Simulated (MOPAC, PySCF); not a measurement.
H3Ga, SMILES `[GaH3]`, neutral singlet in the gas phase. 

Z-matrix (Å, degrees):
```
Ga
H 1 1.5771
H 1 1.5771 2 120.00
H 1 1.5771 2 120.00 3 -180.00
```
Charge 0, spin multiplicity 1.

All levels are single points at this geometry (PBE-D3(BJ)/def2-TZVP); Pople sets use spherical d functions. Orbital energies aren't observables, and empty levels follow the basis.

PBE-D3(BJ)/def2-TZVP in PySCF gives dipole (D) = 0.00.

**Question.** Estimate the dipole (D) from each of these levels: B3LYP/3-21G in PySCF; B3LYP/LANL2DZ in PySCF; PBE/6-31G* in PySCF; SVWN5/6-31G* in PySCF; AM1 in MOPAC.

**Answer.** 
| level | dipole (D) |
|---|---|
| B3LYP/3-21G in PySCF | 0.00 |
| B3LYP/LANL2DZ in PySCF | 0.00 |
| PBE/6-31G* in PySCF | 0.00 |
| SVWN5/6-31G* in PySCF | 0.00 |
| AM1 in MOPAC | 0.00 |
